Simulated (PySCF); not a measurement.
V⁵⁺: ionisation energy

V⁵⁺ [Ar] → V⁶⁺ [Ne] 3s2 3p5 [3p1/2^2 3p3/2^3, M_J = 3/2], as a difference of total energies. Computed with PySCF 2.14 in an even-tempered Gaussian basis (21 s from 0.2 bohr⁻², ratio 2.4; 14 p from 0.26 bohr⁻², ratio 2.4; 5 d from 2.8 bohr⁻², ratio 2.6; 5 f from 4.1 bohr⁻², ratio 2.6), with the two-component X2C-1e Hamiltonian. Correlated levels: 1s2 frozen; the 52 highest virtual spinors dropped. "Screened" scales the spin-orbit matrix elements by Boettger's factors to mimic the two-electron term; Breit and QED terms are absent.

**Question.** Order these methods by the ionisation energy they give, lowest first.
A. GMP2 (spin-free)
B. GHF (spin-free)
C. GMP2 (screened spin-orbit)
D. GHF (screened spin-orbit)

**Answer.** D (126.92 eV), B (127.25 eV), C (127.62 eV), A (127.95 eV).

For comparison: 128.12 eV (measured; NIST Atomic Spectra Database, ionization energies).
